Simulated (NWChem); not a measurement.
System: BI$_{2}$ cation

The following NWChem deck was run.

```
start job
memory heap 200 mb stack 900 mb global 1100 mb
charge 1
geometry units angstroms noautosym nocenter noautoz
  I     -1.986361    -0.022807     0.020597
  B      0.000003     0.000005    -0.000000
  I      1.986358     0.022809    -0.020597
end
basis spherical
  I library def2-svp
  B library def2-svp
end
ecp
  I library def2-ecp
end
dft
  xc xwpbe 0.80 cpbe96 1.0 hfexch 1.00
  cam 0.2 cam_alpha 0.2 cam_beta 0.8
  iterations 150
end
tddft
  nroots 6
  notriplet
end
task tddft energy
```

Excerpt of the output:

```
             Northwest Computational Chemistry Package (NWChem) 7.3.0
             --------------------------------------------------------

                             Geometry "geometry" -> ""
                             -------------------------

 Output coordinates in angstroms (scale by  1.889725989 to convert to a.u.)

  No.       Tag          Charge          X              Y              Z
 ---- ---------------- ---------- -------------- -------------- --------------
    1 I                   53.0000    -1.98636100    -0.02280700     0.02059700
    2 B                    5.0000     0.00000300     0.00000500     0.00000000
    3 I                   53.0000     1.98635800     0.02280900    -0.02059700

 Effective nuclear repulsion energy (a.u.)     515.2999204779

 Summary of "ao basis" -> "ao basis" (spherical)
 ------------------------------------------------------------------------------
       Tag                 Description            Shells   Functions and Types
 ---------------- ------------------------------  ------  ---------------------
 I                          def2-svp                10       26   4s4p2d
 B                          def2-svp                 6       14   3s2p1d

            General Information
            -------------------
          SCF calculation type: DFT
          Wavefunction type:  closed shell.
          No. of atoms     :     3
          No. of electrons :    54
           Alpha electrons :    27
            Beta electrons :    27
          Charge           :     1
          Spin multiplicity:     1
          Use of symmetry is: off; symmetry adaption is: off
          Maximum number of iterations: 150
          AO basis - number of functions:    66
                     number of shells:    26
          Convergence on energy requested:  1.00D-06
          Convergence on density requested:  1.00D-05
          Convergence on gradient requested:  5.00D-04

              XC Information
              --------------
                     Hartree-Fock (Exact) Exchange  1.000
                     LC-wPBE(h)Exchange Functional  0.800
            Perdew 1991 LDA Correlation Functional  1.000 local
           PerdewBurkeErnz. Correlation Functional  1.000 non-local

           Range-Separation Parameters
           ---------------------------
           Alpha           :  0.20
           Beta            :  0.80
           Gamma           :  0.20
           Short-Range HF  :     F

             Grid Information
             ----------------
          Grid used for XC integration:  medium
          Radial quadrature: Mura-Knowles
          Angular quadrature: Lebedev.
          Tag              B.-S. Rad. Rad. Pts. Rad. Cut. Ang. Pts.
          ---              ---------- --------- --------- ---------
          I                   1.40      123          11.0       590
          B                   0.85       49           8.0       434
          Grid pruning is: on
          Number of quadrature shells:   295
          Spatial weights used:  Erf1

      Superposition of Atomic Density Guess
      -------------------------------------

 Sum of atomic energies:        -718.75823442

 Renormalizing density from      55.00 to     54

      Non-variational initial energy
      ------------------------------

 Total energy =    -615.257240
 1-e energy   =   -1341.343865
 2-e energy   =     576.251419
 HOMO         =      -0.631934
 LUMO         =      -0.258364

   convergence    iter        energy       DeltaE   RMS-Dens  Diis-err
 ---------------- ----- ----------------- --------- --------- ---------
 d= 0,ls=0.0,diis     1   -619.8331477349 -7.70D+02  2.49D-02  1.17D+00
 d= 0,ls=0.0,diis     2   -619.7569504775  7.62D-02  1.60D-02  1.44D+00
 d= 0,ls=0.0,diis     3   -619.9558932974 -1.99D-01  2.69D-03  3.99D-02
 d= 0,ls=0.0,diis     4   -619.9631217835 -7.23D-03  5.38D-04  8.93D-04
 d= 0,ls=0.0,diis     5   -619.9632886735 -1.67D-04  1.38D-04  2.33D-05
  Resetting Diis
 d= 0,ls=0.0,diis     6   -619.9632952139 -6.54D-06  3.60D-05  9.35D-07
 d= 0,ls=0.0,diis     7   -619.9632956722 -4.58D-07  7.22D-06  4.91D-08

         Total DFT energy =     -619.963295672155
      One electron energy =    -1354.697998427703
           Coulomb energy =      633.132746262440
    Exchange-Corr. energy =      -48.233249125382
 Nuclear repulsion energy =      149.835205618489

 Numeric. integr. density =       54.000011172894

                       DFT Final Molecular Orbital Analysis
                       ------------------------------------

 Vector   25  Occ=2.000000D+00  E=-6.225386D-01
              MO Center=  4.9D-05,  2.8D-06, -3.5D-07, r^2= 4.3D+00
   Bfn.  Coefficient  Atom+Function         Bfn.  Coefficient  Atom+Function
  ----- ------------  ---------------      ----- ------------  ---------------
    12      0.300603  1 I  py                52      0.300613  3 I  py
    13      0.280481  1 I  pz                53      0.280490  3 I  pz
    31     -0.215678  2 B  py                32     -0.201240  2 B  pz
    15      0.188688  1 I  py                55      0.188695  3 I  py
    16      0.176057  1 I  pz                56      0.176064  3 I  pz

 Vector   26  Occ=2.000000D+00  E=-5.703671D-01
              MO Center= -5.5D-05,  6.1D-07,  6.5D-07, r^2= 5.6D+00
   Bfn.  Coefficient  Atom+Function         Bfn.  Coefficient  Atom+Function
  ----- ------------  ---------------      ----- ------------  ---------------
    12      0.340378  1 I  py                52     -0.340369  3 I  py
    13      0.335027  1 I  pz                53     -0.335018  3 I  pz
    15      0.250189  1 I  py                55     -0.250183  3 I  py
    16      0.246256  1 I  pz                56     -0.246250  3 I  pz
     9     -0.132136  1 I  py                49      0.132132  3 I  py

 Vector   27  Occ=2.000000D+00  E=-5.703671D-01
              MO Center= -5.5D-05,  6.3D-07,  4.4D-07, r^2= 5.6D+00
   Bfn.  Coefficient  Atom+Function         Bfn.  Coefficient  Atom+Function
  ----- ------------  ---------------      ----- ------------  ---------------
    13     -0.340342  1 I  pz                53      0.340333  3 I  pz
    12      0.334983  1 I  py                52     -0.334974  3 I  py
    16     -0.250163  1 I  pz                56      0.250157  3 I  pz
    15      0.246223  1 I  py                55     -0.246217  3 I  py
    10      0.132122  1 I  pz                50     -0.132118  3 I  pz

 Vector   28  Occ=0.000000D+00  E=-2.347787D-01
              MO Center=  8.3D-06,  5.2D-06,  1.6D-06, r^2= 3.7D+00
   Bfn.  Coefficient  Atom+Function         Bfn.  Coefficient  Atom+Function
  ----- ------------  ---------------      ----- ------------  ---------------
    32      0.431340  2 B  pz                31      0.405700  2 B  py
    35     -0.382613  2 B  pz                34     -0.359869  2 B  py
    16      0.262293  1 I  pz                56      0.262296  3 I  pz
    15      0.246701  1 I  py                55      0.246704  3 I  py
    13      0.182110  1 I  pz                53      0.182111  3 I  pz

 Vector   29  Occ=0.000000D+00  E=-2.347787D-01
              MO Center=  8.2D-06,  5.4D-06, -1.7D-06, r^2= 3.7D+00
   Bfn.  Coefficient  Atom+Function         Bfn.  Coefficient  Atom+Function
  ----- ------------  ---------------      ----- ------------  ---------------
    31      0.431286  2 B  py                32     -0.405653  2 B  pz
    34     -0.382565  2 B  py                35      0.359828  2 B  pz
    15      0.262260  1 I  py                55      0.262263  3 I  py
    16     -0.246673  1 I  pz                56     -0.246676  3 I  pz
    12      0.182088  1 I  py                52      0.182089  3 I  py

 Vector   30  Occ=0.000000D+00  E=-1.714414D-01
              MO Center= -2.3D-05, -4.7D-07,  1.9D-07, r^2= 5.6D+00
   Bfn.  Coefficient  Atom+Function         Bfn.  Coefficient  Atom+Function
  ----- ------------  ---------------      ----- ------------  ---------------
    29      1.157978  2 B  s                 14     -0.650031  1 I  px
    54      0.650024  3 I  px                28      0.588599  2 B  s
     4     -0.396013  1 I  s                 44     -0.396011  3 I  s
    11     -0.354500  1 I  px                51      0.354496  3 I  px
     3     -0.275186  1 I  s                 43     -0.275185  3 I  s

     Multipole analysis of the density
     ---------------------------------

     L   x y z        total         alpha         beta         nuclear
     -   - - -        -----         -----         ----         -------
     0   0 0 0      1.000000    -27.000000    -27.000000     55.000000

     1   1 0 0      0.000019      0.000066      0.000066     -0.000113
     1   0 1 0      0.000003     -0.000069     -0.000069      0.000142
     1   0 0 1     -0.000000     -0.000000     -0.000000      0.000000

[...]

                                NWChem TDDFT Module
                                -------------------

            General Information
            -------------------
           No. of orbitals :     132
            Alpha orbitals :      66
             Beta orbitals :      66
        Alpha frozen cores :       0
         Beta frozen cores :       0
     Alpha frozen virtuals :       0
      Beta frozen virtuals :       0
         Spin multiplicity :       1
    Number of AO functions :      66
        Use of symmetry is : off
      Symmetry adaption is : off
         Schwarz screening :  0.10D-07

              XC Information
              --------------
              Hartree-Fock (Exact) Exchange   1.00
              LC-wPBE(h)Exchange Functional   0.80
     Perdew 1991 LDA Correlation Functional   1.00 local
    PerdewBurkeErnz. Correlation Functional   1.00 non-local
           Alpha           :  0.20
           Beta            :  0.80
           Gamma           :  0.20

             TDDFT Information
             -----------------
          Calculation type : TDDFT
         Wavefunction type : Restricted singlets
          No. of electrons :      54
           Alpha electrons :      27
            Beta electrons :      27
              No. of roots :       6
          Max subspacesize :    5200
            Max iterations :     100
               Target root :       1
           Target symmetry : none
      Symmetry restriction : off
                 Algorithm : Optimal
        Davidson threshold :  0.10D-03

    6 smallest eigenvalue differences (eV)
--------------------------------------------------------
  No. Spin  Occ  Vir  Irrep   E(Occ)    E(Vir)   E(Diff)
--------------------------------------------------------
    1    1   27   28 a        -0.570    -0.235     9.132
    2    1   27   29 a        -0.570    -0.235     9.132
    3    1   26   28 a        -0.570    -0.235     9.132
    4    1   26   29 a        -0.570    -0.235     9.132
    5    1   25   28 a        -0.623    -0.235    10.551
    6    1   25   29 a        -0.623    -0.235    10.551
--------------------------------------------------------

  Entering Davidson iterations
  Restricted singlet excited states

  Iter   NTrls   NConv    DeltaV     DeltaE      Time
  ----  ------  ------  ---------  ---------  ---------
    1      6       0     0.32E+00   0.10+100        8.3
    2     18       0     0.62E-01   0.57E-01       11.2
    3     30       0     0.33E-01   0.16E-01       11.4
    4     42       3     0.12E-01   0.80E-03       11.0
    5     48       3     0.15E-02   0.29E-04        8.2
    6     54       5     0.16E-03   0.32E-06        8.3
    7     56       6     0.39E-04   0.54E-08        6.4
  ----  ------  ------  ---------  ---------  ---------
  Convergence criterion met

  Ground state a        -619.963295672155 a.u.

  ----------------------------------------------------------------------------
  Root   1 singlet a              0.156653117 a.u.                4.2628 eV
  ----------------------------------------------------------------------------
     Transition Moments    X  0.00000   Y -0.00000   Z -0.00000
     Dipole Oscillator Strength                    0.0000000000
     Electric Quadrupole                           0.0000000000
     Magnetic Dipole                               0.0000000000
     Total Oscillator Strength                     0.0000000000

     Occ.   26  a   ---  Virt.   29  a   -0.70649 X
     Occ.   27  a   ---  Virt.   28  a    0.70649 X
  ----------------------------------------------------------------------------
  Root   2 singlet a              0.163036128 a.u.                4.4364 eV
  ----------------------------------------------------------------------------
     Transition Moments    X -0.00000   Y  0.00000   Z -0.00000
     Dipole Oscillator Strength                    0.0000000000
     Electric Quadrupole                           0.0000000000
     Magnetic Dipole                               0.0000000000
     Total Oscillator Strength                     0.0000000000

     Occ.   26  a   ---  Virt.   28  a    0.70655 X
     Occ.   27  a   ---  Virt.   29  a   -0.70655 X
  ----------------------------------------------------------------------------
  Root   3 singlet a              0.163036188 a.u.                4.4364 eV
  ----------------------------------------------------------------------------
     Transition Moments    X -0.00000   Y -0.00000   Z -0.00000
     Dipole Oscillator Strength                    0.0000000000
     Electric Quadrupole                           0.0000000000
     Magnetic Dipole                               0.0000000000
     Total Oscillator Strength                     0.0000000000

     Occ.   26  a   ---  Virt.   29  a    0.70655 X
     Occ.   27  a   ---  Virt.   28  a    0.70655 X
  ----------------------------------------------------------------------------
  Root   4 singlet a              0.198042814 a.u.                5.3890 eV
  ----------------------------------------------------------------------------
     Transition Moments    X  0.00000   Y  0.00000   Z  0.00000
     Dipole Oscillator Strength                    0.0000000000
     Electric Quadrupole                           0.0000000000
     Magnetic Dipole                               0.0000000000
     Total Oscillator Strength                     0.0000000000

     Occ.   24  a   ---  Virt.   28  a    0.70467 X
     Occ.   25  a   ---  Virt.   29  a   -0.70467 X
  ----------------------------------------------------------------------------
  Root   5 singlet a              0.206190491 a.u.                5.6107 eV
  ----------------------------------------------------------------------------
     Transition Moments    X  0.00000   Y  0.00000   Z  0.00000
     Dipole Oscillator Strength                    0.0000000000
     Electric Quadrupole                           0.0000000019
     Magnetic Dipole                               0.0000000000
     Total Oscillator Strength                     0.0000000019

     Occ.   24  a   ---  Virt.   29  a   -0.70594 X
     Occ.   25  a   ---  Virt.   28  a    0.70594 X
  ----------------------------------------------------------------------------
  Root   6 singlet a              0.206190813 a.u.                5.6107 eV
  ----------------------------------------------------------------------------
     Transition Moments    X -0.00000   Y  0.00000   Z  0.00000
     Dipole Oscillator Strength                    0.0000000000
     Electric Quadrupole                           0.0000000019
     Magnetic Dipole                               0.0000000000
     Total Oscillator Strength                     0.0000000019

     Occ.   24  a   ---  Virt.   28  a    0.70594 X
     Occ.   25  a   ---  Virt.   29  a    0.70594 X

              Target root =      1
          Target symmetry = none
      Ground state energy =   -619.963295672155
        Excitation energy =      0.156653116690
     Excited state energy =   -619.806642555465

  stored tddft:energy   -619.80664255546526
```

Level: LRC-wPBEh/def2-SVP with def2 effective core potentials on I, full TDDFT. All runs use the structure optimised with PBE-D3(BJ)/def2-SVP. def2 effective core potentials on I; no spin-orbit coupling.
